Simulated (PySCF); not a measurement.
PySCF input for C₃H₃BrClF, SMILES C/C(Br)=C(\F)Cl, PBE-D3(BJ)/def2-SVP. Geometry optimised at PBE-D3(BJ)/def2-SVP. The structure was generated by enumeration; whether it is a known compound was not checked.

```python
import numpy as np
from pyscf import gto, scf, dft, df
from pyscf.hessian import thermo

mol = gto.M(
    atom='''
    C    -2.23549500   -0.36640697    0.00000000
    C    -0.77525542   -0.03911884    0.00000000
    Br    0.42099312   -1.50911354    0.00000000
    C    -0.29464464    1.22593925    0.00000000
    F    -1.13130433    2.27307752    0.00000000
    Cl    1.36054020    1.69480385   -0.00000000
    H    -2.83972702    0.56025852    0.00000000
    H    -2.50505316   -0.96656421   -0.89368586
    H    -2.50505316   -0.96656421    0.89368585
    ''',
    basis='def2-SVP',
    charge=0,
    spin=0,
    max_memory=1600,
    verbose=3,
)
mf = dft.RKS(mol, xc='pbe').density_fit(auxbasis='def2-universal-jkfit')
mf.disp = 'd3bj'
mf.grids.level = 3
mf.conv_tol = 1e-11
mf.max_cycle = 100
mf.kernel()

# [left out here: the lines that compute and print the analytic Hessian (its translational invariance restored by hand, since the grid's response is missing), thermochemistry and intensities]
```

Log of the run:

```
converged SCF energy = -3248.86830470581

WARN: DFTD3 does not support analytical Hessian, using finite difference


WARN: Mole.unit (angstrom) is changed to Bohr

Mode                                 0                   1                   2
Irrep
Freq [cm^-1]                      126.9124            149.1756            160.4776
Reduced mass [au]                   5.8414             25.5133              1.0420
Force const [Dyne/A]                0.0554              0.3345              0.0158
Char temp [K]                     182.5987            214.6305            230.8916
Normal mode                   x     y     z       x     y     z       x     y     z
       0   C                -0.00  0.00  0.14    0.04  0.04  0.00   -0.00 -0.00  0.00
       1   C                -0.00 -0.00  0.03    0.05  0.01  0.00   -0.00  0.00  0.04
       2  Br                 0.00 -0.00 -0.03   -0.02 -0.06  0.00    0.00  0.00  0.00
       3   C                 0.00 -0.00 -0.03    0.04  0.01 -0.00   -0.00 -0.00  0.00
       4   F                -0.00 -0.00 -0.14   -0.01 -0.02 -0.00    0.00  0.00 -0.03
       5  Cl                -0.00  0.00  0.07    0.01  0.12 -0.00   -0.00 -0.00 -0.00
       6   H                 0.00  0.00  0.14    0.06  0.04  0.00   -0.00 -0.00  0.56
       7   H                -0.08 -0.06  0.21    0.04  0.04  0.00   -0.10  0.48 -0.29
       8   H                 0.08  0.06  0.21    0.04  0.04 -0.00    0.10 -0.48 -0.29
Mode                                 3                   4                   5
Irrep
Freq [cm^-1]                      285.6269            291.6955            349.9842
Reduced mass [au]                   2.9504              4.7524             22.6588
Force const [Dyne/A]                0.1418              0.2382              1.6352
Char temp [K]                     410.9536            419.6849            503.5494
Normal mode                   x     y     z       x     y     z       x     y     z
       0   C                -0.06  0.19  0.00   -0.00  0.00 -0.04   -0.02 -0.01  0.00
       1   C                -0.01 -0.02 -0.00   -0.00 -0.00  0.21   -0.02  0.03 -0.00
       2  Br                 0.04 -0.01  0.00    0.00 -0.00 -0.02    0.03 -0.04  0.00
       3   C                -0.01 -0.03 -0.00   -0.00 -0.00  0.13   -0.05  0.05  0.00
       4   F                -0.03 -0.05  0.00   -0.00 -0.00 -0.06    0.06  0.16 -0.00
       5  Cl                -0.03 -0.02  0.00   -0.00 -0.00 -0.02   -0.06 -0.01  0.00
       6   H                 0.11  0.30  0.00    0.00  0.00 -0.21   -0.03 -0.01  0.00
       7   H                -0.18  0.25 -0.00    0.21 -0.02 -0.09   -0.01 -0.01 -0.00
       8   H                -0.18  0.25  0.00   -0.21  0.02 -0.09   -0.01 -0.01  0.00
Mode                                 6                   7                   8
Irrep
Freq [cm^-1]                      406.5211            509.2726            526.4429
Reduced mass [au]                   9.6641              8.9077              7.8936
Force const [Dyne/A]                0.9410              1.3612              1.2889
Char temp [K]                     584.8933            732.7300            757.4341
Normal mode                   x     y     z       x     y     z       x     y     z
       0   C                -0.11 -0.04 -0.00   -0.13 -0.03  0.00   -0.00  0.00  0.00
       1   C                -0.08 -0.07 -0.00   -0.09  0.03 -0.00    0.00  0.00  0.14
       2  Br                 0.00  0.01  0.00    0.02 -0.02  0.00    0.00 -0.00 -0.00
       3   C                 0.02 -0.10 -0.00   -0.03  0.04 -0.00   -0.00  0.00 -0.23
       4   F                 0.14 -0.03  0.00   -0.08  0.03 -0.00   -0.00 -0.00  0.05
       5  Cl                -0.02  0.06 -0.00    0.10  0.02  0.00   -0.00 -0.00  0.02
       6   H                -0.08 -0.01  0.00   -0.18 -0.06  0.00    0.00  0.00 -0.08
       7   H                -0.13 -0.03 -0.00   -0.11 -0.04  0.00    0.14  0.02 -0.05
       8   H                -0.13 -0.03  0.00   -0.11 -0.04 -0.00   -0.14 -0.02 -0.05
Mode                                 9                  10                  11
Irrep
Freq [cm^-1]                      798.7665           1000.7670           1017.9739
Reduced mass [au]                   3.2586              1.4018              2.2311
Force const [Dyne/A]                1.2250              0.8272              1.3622
Char temp [K]                    1149.2471           1439.8809           1464.6377
Normal mode                   x     y     z       x     y     z       x     y     z
       0   C                 0.05 -0.05 -0.00   -0.00 -0.00 -0.13   -0.05 -0.12  0.00
       1   C                 0.05 -0.16  0.00    0.00  0.00  0.09    0.06  0.05 -0.00
       2  Br                -0.01  0.01  0.00   -0.00  0.00 -0.00   -0.00  0.00  0.00
       3   C                -0.10 -0.06 -0.00    0.00  0.00 -0.01    0.13  0.08  0.00
       4   F                -0.03  0.08 -0.00   -0.00 -0.00  0.00   -0.01 -0.01 -0.00
       5  Cl                 0.04  0.01 -0.00   -0.00 -0.00 -0.00   -0.02 -0.01  0.00
       6   H                 0.38  0.17  0.00    0.00 -0.00  0.29    0.31  0.12 -0.00
       7   H                -0.18  0.09 -0.02   -0.49 -0.20  0.16   -0.36  0.10 -0.06
       8   H                -0.18  0.09  0.02    0.49  0.20  0.16   -0.36  0.10  0.06
Mode                                12                  13                  14
Irrep
Freq [cm^-1]                     1085.2409           1172.6115           1340.1812
Reduced mass [au]                   3.8812              6.9423              1.3338
Force const [Dyne/A]                2.6932              5.6242              1.4114
Char temp [K]                    1561.4200           1687.1268           1928.2223
Normal mode                   x     y     z       x     y     z       x     y     z
       0   C                -0.11  0.04  0.00    0.04  0.01 -0.00   -0.14 -0.03 -0.00
       1   C                 0.17 -0.10 -0.00   -0.13 -0.02  0.00    0.04  0.00  0.00
       2  Br                -0.00  0.01 -0.00    0.00  0.00 -0.00   -0.00  0.00 -0.00
       3   C                 0.08 -0.02  0.00    0.17 -0.11 -0.00   -0.02  0.02 -0.00
       4   F                -0.04  0.06  0.00   -0.07  0.08  0.00    0.01 -0.01 -0.00
       5  Cl                -0.01 -0.01  0.00   -0.01  0.00  0.00   -0.00 -0.00  0.00
       6   H                -0.37 -0.13 -0.00    0.15  0.08 -0.00    0.38  0.30  0.00
       7   H                 0.03 -0.12  0.06    0.15 -0.02 -0.01    0.45  0.02 -0.20
       8   H                 0.03 -0.12 -0.06    0.15 -0.02  0.01    0.45  0.02  0.20
Mode                                15                  16                  17
Irrep
Freq [cm^-1]                     1393.8693           1400.7642           1675.7876
Reduced mass [au]                   1.0393              1.0530              9.9276
Force const [Dyne/A]                1.1897              1.2174             16.4261
Char temp [K]                    2005.4676           2015.3878           2411.0853
Normal mode                   x     y     z       x     y     z       x     y     z
       0   C                 0.00 -0.00 -0.05    0.02 -0.05  0.00   -0.02 -0.02  0.00
       1   C                 0.00 -0.00 -0.02    0.01  0.00  0.00    0.09  0.18 -0.00
       2  Br                 0.00  0.00  0.00    0.00  0.00 -0.00    0.00 -0.00  0.00
       3   C                 0.00 -0.00  0.00    0.00 -0.03 -0.00   -0.06 -0.19  0.00
       4   F                -0.00  0.00 -0.00   -0.01  0.01  0.00   -0.01  0.02 -0.00
       5  Cl                 0.00  0.00  0.00    0.00  0.00 -0.00    0.01  0.00 -0.00
       6   H                -0.00 -0.00  0.70   -0.33 -0.26 -0.00    0.05  0.03 -0.00
       7   H                 0.39 -0.29  0.04    0.06  0.50 -0.36   -0.07 -0.04  0.03
       8   H                -0.39  0.29  0.04    0.06  0.50  0.36   -0.07 -0.04 -0.03
Mode                                18                  19                  20
Irrep
Freq [cm^-1]                     2971.9788           3048.5305           3090.5254
Reduced mass [au]                   1.0368              1.1028              1.1027
Force const [Dyne/A]                5.3958              6.0385              6.2052
Char temp [K]                    4276.0158           4386.1566           4446.5780
Normal mode                   x     y     z       x     y     z       x     y     z
       0   C                 0.04  0.02  0.00   -0.00  0.00  0.09   -0.03  0.08 -0.00
       1   C                -0.00  0.00  0.00   -0.00 -0.00  0.00    0.00  0.00  0.00
       2  Br                -0.00  0.00  0.00   -0.00 -0.00 -0.00    0.00 -0.00  0.00
       3   C                -0.00 -0.00 -0.00    0.00  0.00  0.00   -0.00 -0.00 -0.00
       4   F                -0.00  0.00 -0.00    0.00 -0.00 -0.00    0.00  0.00 -0.00
       5  Cl                 0.00  0.00  0.00   -0.00 -0.00  0.00    0.00 -0.00  0.00
       6   H                -0.24  0.38 -0.00    0.00 -0.00  0.01    0.46 -0.71 -0.00
       7   H                -0.14 -0.33 -0.50   -0.16 -0.37 -0.53   -0.07 -0.15 -0.25
       8   H                -0.14 -0.33  0.50    0.16  0.37 -0.53   -0.07 -0.15  0.25
temperature 298.1500 [K]
pressure 101325.00 [Pa]
Rotational constants [GHz] 2.61145 1.24689 0.84850
Symmetry number 1
Zero-point energy (ZPE) 0.05195 [Eh]   136392.860 [J/mol]
                           tot       elec      trans        rot        vib
Entropy [J/mol/K]       358.098      0.000    173.046    121.937     63.115
Cv [J/mol/K]             95.442      0.000     12.472     12.472     70.498
Cp [J/mol/K]            103.756      0.000     20.786     12.472     70.498
Internal energy [J/mol]                      3718.434   3718.434 147242.452
Internal energy [Eh]   -3248.80939  -3248.86830
Enthalpy [J/mol]                             6197.391   3718.434 147242.452
Enthalpy [Eh]          -3248.80845
Gibbs free energy [J/mol]                  -45396.142 -32637.181 128424.662
Gibbs free energy [Eh] -3248.84911
mode   freq/cm-1   IR/(km/mol)
   1      126.91         1.084
   2      149.18         0.461
   3      160.48         0.114
   4      285.63         1.659
   5      291.70         1.927
   6      349.98         1.147
   7      406.52         2.851
   8      509.27         7.245
   9      526.44         1.562
  10      798.77        42.336
  11     1000.77         0.326
  12     1017.97        64.772
  13     1085.24       114.225
  14     1172.61        86.287
  15     1340.18         0.665
  16     1393.87        12.855
  17     1400.76         1.648
  18     1675.79        63.439
  19     2971.98        13.330
  20     3048.53         4.003
  21     3090.53         1.771
max |gradient| / (hartree/bohr): 0.0002531554756997815
APT charges: [-0.04    0.133  -0.1687  0.7902 -0.5202 -0.2555  0.0341  0.0136  0.0136]
```

The run converged.
